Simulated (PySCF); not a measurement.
## ORD: SMILES [H]/N=C\[C@H]1OC(=O)[C@H]1C#N, C$_{5}$H$_{4}$N$_{2}$O$_{2}$

Geometry:
| atom | x (Å) | y (Å) | z (Å) |
| --- | --- | --- | --- |
| N1 | -1.139 | 1.895 | 1.739 |
| C2 | -1.047 | 1.311 | 0.761 |
| C3 | -0.915 | 0.562 | -0.455 |
| C4 | -1.366 | -0.910 | -0.381 |
| O5 | -2.391 | -1.465 | -0.192 |
| O6 | -0.137 | -1.405 | -0.637 |
| C7 | 0.465 | -0.094 | -0.719 |
| C8 | 1.527 | 0.130 | 0.333 |
| N9 | 1.983 | -0.714 | 1.126 |
| H10 | -1.350 | 1.112 | -1.292 |
| H11 | 0.869 | 0.084 | -1.721 |
| H12 | 1.910 | 1.145 | 0.375 |
| H13 | 1.585 | -1.650 | 1.044 |

Computed, not measured: PySCF 2.14.0, TDDFT B3LYP/def2-SVPD circular dichroism and optical rotation, one conformer, gas phase. Geometry: GFN2-xTB.

The molecule is flexible and this is one conformer; a measurement averages over conformers.

Stereocentres: C3 S, C7 S.

Question: What is the specific rotation at 633, 589.3, 546, 436, 405, 365, 355 nm?

Answer: [α] in deg dm⁻¹ (g/mL)⁻¹:
| λ (nm) | origin-invariant length gauge | modified velocity gauge | length gauge (centre of mass) | isotropic polarisability (au) |
| --- | --- | --- | --- | --- |
| 633 | +94.9 | +82.8 | +97.4 | 73.0 |
| 589.3 | +110.7 | +96.5 | +113.6 | 73.2 |
| 546 | +130.7 | +113.9 | +134.1 | 73.5 |
| 436 | +218.1 | +190.2 | +223.8 | 74.8 |
| 405 | +261.3 | +228.1 | +268.2 | 75.4 |
| 365 | +344.4 | +301.5 | +353.3 | 76.5 |
| 355 | +373.2 | +327.2 | +382.7 | 76.8 |

Question: And for the mirror image at 589.3 nm?

Answer: -110.7 deg dm⁻¹ (g/mL)⁻¹ (origin-invariant length gauge): the same size and the opposite sign.

Question: What is the molar rotation [Φ] = [α]·M/100 of the geometry above at 589.3 nm?

Answer: With M = 124.10 g/mol, +137.3 deg cm² dmol⁻¹ (origin-invariant length gauge).

The first excitation lies at 5.05 eV (245 nm) with R = +5.2 × 10⁻⁴⁰ esu² cm² (velocity form).
